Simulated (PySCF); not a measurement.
Spin states of KSb

Unrestricted PBE0; K x2c-SVPall, Sb x2c-SVPall; spin-free X2C with a Gaussian nucleus (PySCF 2.14). Outer shells of the fragments: K 4s1; Sb 4d10 5s2 5p3.

Followed along the bond (rough minima from three points):

```
2Ms+1  unpaired  ⟨S²⟩ at the start  R at minimum (Å)  Te (eV)
    3      π ↑↑               2.03              3.34     0.00
    1      π ↑↓               1.01              3.32     0.32
    3  σ ↑, π ↑               2.00              3.13     0.58
    1  σ ↓, π ↑               1.01              3.15     0.87
    1      none               0.00              3.30     1.23
```

Solutions found at the starting distance of 3.310 Å, counted from the lowest of them; the search is not exhaustive and high or unbound solutions are not listed, so other states can lie among these:

| 2Ms+1 | unpaired | term | E (eV) | ⟨S²⟩ | ⟨Lz²⟩ | μ (D) |
| --- | --- | --- | --- | --- | --- | --- |
| 3 | π ↑↑ | ³Σ⁻ | 0.00 | 2.03 | 0.00 | -8.57 |
| 1 | π ↑↓ | mixed | 0.31 | 1.01 | 2.01 | -8.84 |
| 3 | σ ↑, π ↑ | ³Π | 0.62 | 2.00 | 1.01 | -10.26 |
| 1 | σ ↓, π ↑ | mixed | 0.91 | 1.01 | 1.01 | -10.09 |
| 1 | none | mixed | 1.23 | 0.00 | 2.00 | -8.68 |
| 5 | σ ↑↑, π ↑↑ | ⁵Σ⁻ | 1.47 | 6.00 | 0.00 | 3.63 |

A term symbol is given only where ⟨S²⟩ and ⟨Lz²⟩ are close to those of a pure state; real π, δ and φ orbitals otherwise mix terms. A positive dipole means K(−)Sb(+).

Spin–orbit coupling is left out. Counting both spins, an empty level lies below a filled one in some of these solutions, because spin and occupation are held.
